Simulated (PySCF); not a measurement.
**As⁺: excitation energy**

As⁺ [Ar] 3d10 4s2 4p2 (3P) → As⁺ [Ar] 3d10 4s1 4p2 4d1 (high-spin determinant), as a difference of total energies. Computed with PySCF 2.14 in x2c-TZVPPall with one added diffuse shell each of s, p, d type (7s6p5d1f, 57 functions), with the spin-free X2C one-electron Hamiltonian (Gaussian nucleus). Correlated levels: valence and next inner shell: [Ne] frozen. The calculations carry no spin-orbit coupling.

```
                                method  excitation energy (eV)
                                   UHF                  17.191
    MP2 (valence and next inner shell)                  18.491
SCS-MP2 (valence and next inner shell)                  18.797
   CCSD (valence and next inner shell)                  18.385
CCSD(T) (valence and next inner shell)                  18.310
```

Question: How much does correlation contribute at CCSD(T) (valence and next inner shell)?

Answer: 18.310 − (17.191) = 1.119 eV, measured against UHF.

A first-order spin-orbit estimate (lowest level to lowest level, LS coupling) adds 0.034 eV.

The promoted electron is Rydberg-like, and one or two diffuse shells describe it only roughly, which tends to raise the upper state.

The coupled-cluster amplitudes are large for the upper state (T1 above 0.03 or a double amplitude above 0.15), so a single reference is strained.

The determinant of the upper state mixes LS terms, which raises its energy above the lowest term, most at the Hartree-Fock and MP2 levels.
